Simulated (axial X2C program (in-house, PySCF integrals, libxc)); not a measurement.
**Nuclear properties of AsNC**

Calculated with an axial X2C code built on PySCF integrals: two-component X2C with atomic mean-field Coulomb and Gaunt terms, Gaussian nuclei, basis As dyall-v3z, N dyall-av3z, C dyall-v3z with contracted cores.

As–N–C held linear, with bonds 1.812 and 1.181 Å (near the PBE0 minimum at charge 0 of the determinant lowest at the starting distance; the state shown can have its own minimum elsewhere, held linear; other orders of the atoms were not compared).

Input and command:
```json
{"zs": [33, 7, 6], "q": 0, "bas": ["dyall-v3z", "dyall-av3z", "dyall-v3z"], "r0": [1.87, 1.17], "symm": 0, "scan": ["PBE0", "HF", "B3LYP"], "levels": ["PBE0", "HF", "BHandHLYP"], "nst": 2}
```
```bash
python solin.py task.json out
```

Keys: zs atomic numbers; q charge; bas basis sets; r0 starting distance in Å; symm equal bonds; scan levels of the two-bond scan; levels methods; nst determinants followed.

Determinant lowest in the PBE0 search, Ω = 1 (⟨Sz⟩ = 1.00, ⟨Lz⟩ = 0.00 at PBE0), spin on the atoms As 0.97, N -0.10, C 0.12:

| level | Eeff magnitude (GV/cm) | Ws magnitude As (kHz) | A∥/gI As (MHz) | qzz As (a.u.) | A∥/gI N (MHz) | qzz N (a.u.) | A∥/gI C (MHz) | qzz C (a.u.) | μ (D) |
| --- | --- | --- | --- | --- | --- | --- | --- | --- | --- |
| PBE0 | 0.381 | 0.162 | -472 | 1.85 | -11 | -0.09 | -4.63 | -0.91 | -3.34 |
| HF | 1.05 | 0.443 | -311 | 2.11 | -19.3 | -0.16 | 0.114 | -1.05 | -3.12 |
| BHandHLYP | 0.381 | 0.162 | -371 | 2.15 | -8.18 | -0.15 | -2.02 | -0.99 | -3.30 |

Determinant 0.73 eV from it at PBE0 and this distance, Ω = 0 (closed shell), highest spinor 72% As p, 14% N d, 9% C p:

```
    level  qzz As (a.u.)  qzz N (a.u.)  qzz C (a.u.)  μ (D)
     PBE0           1.96         -0.11         -0.91  -3.24
       HF           2.11         -0.17         -1.06  -2.96
BHandHLYP           2.14         -0.16         -1.00  -3.21
```

Eeff is the effective electric field on the electron electric dipole moment in this Ω state and Ws the scalar–pseudoscalar constant of the nucleus named (defined with the proton number Z and per Ω); A∥ (defined per Ω) follows by multiplying with gI = μI/(I μN); qzz is the electric field gradient, eQq0 = 234.96 MHz × Q/barn × qzz; μ is positive if the C end (last atom) is positive. The operators were transformed with the bare-nucleus X2C matrices; with these basis sets, hyperfine constants and field gradients can be off by tens of per cent, and where levels differ in sign neither size nor sign is settled.

Question: With gI(75As) = 0.9597, Q(75As) = 0.311 barn, Q(14N) = 0.02044 barn (g factors from the IAEA table of nuclear moments by Stone; Q from Pyykkö, Mol. Phys. 2018), turn the PBE0 values of the first state into constants in MHz.

Answer: A∥(75As) = -472 × 0.9597 = -453 MHz; eQq0(75As) = 234.96 × (0.311) × (1.85) = 135 MHz; eQq0(14N) = 234.96 × (0.02044) × (-0.09) = -0.432 MHz.

The molecule was held linear; bending was not examined, so a bent shape may lie lower.

Each state is one determinant with collinear spin, which with several unpaired electrons need not be a pure state. Unrestricted Hartree–Fock can overshoot spin polarisation at the nuclei. A closed determinant beside an open π² or δ² triplet, such as (π1/2)², mixes with its partner pair into the 0⁺ component of the triplet and ¹Σ⁺, so its energy is not that of a level, and 0⁺ can lie lowest. With several open shells hyperfine constants can be off by a factor of several. Where Eeff spreads by more than a factor of two the levels disagree and none is to be relied on. Open-shell Ω = 0 determinants with evenly filled partner blocks cannot be reached by this program, so the Ω shown need not be the lowest component. The search compared states at one distance, so a state with another bond length can lie lower. Where a field gradient or hyperfine factor spreads by more than a factor of two over the levels, a constant derived from it is not to be relied on. PBE0 term energies can be off by some tenths of an eV.
